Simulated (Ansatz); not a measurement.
InI₂, SMILES [I][In][I], multiplicity 2.

Geometry optimised at B3LYP-D3(BJ)/def2-SVP. The spin state was assumed, not searched. The isomer is the one that the SMILES or the coordinates give; other isomers of the formula were not compared. The def2 effective core potentials stand for the cores of I, In; spin–orbit coupling is left out.

Two levels are set side by side: PBE/def2-SVPD (Ansatz, a program for electronic structure) and ωB97X-V/def2-SVPD (Ansatz). Energy differences of separate SCF runs at the same geometry; the states with an electron removed or added have multiplicity 1 and 1. Differences are taken from unrounded values.

| quantity | PBE |
|---|---|
| vertical ionisation energy (eV) | 8.31 |
| vertical electron affinity (eV) | 2.92 |

Problem. These are the PBE values. What does ωB97X-V give? (An estimate is asked for; the answer gives what the named calculation found.)

Solution. 
| quantity | ωB97X-V | PBE minus ωB97X-V |
|---|---|---|
| vertical ionisation energy (eV) | 8.57 | -0.27 |
| vertical electron affinity (eV) | 3.04 | -0.12 |
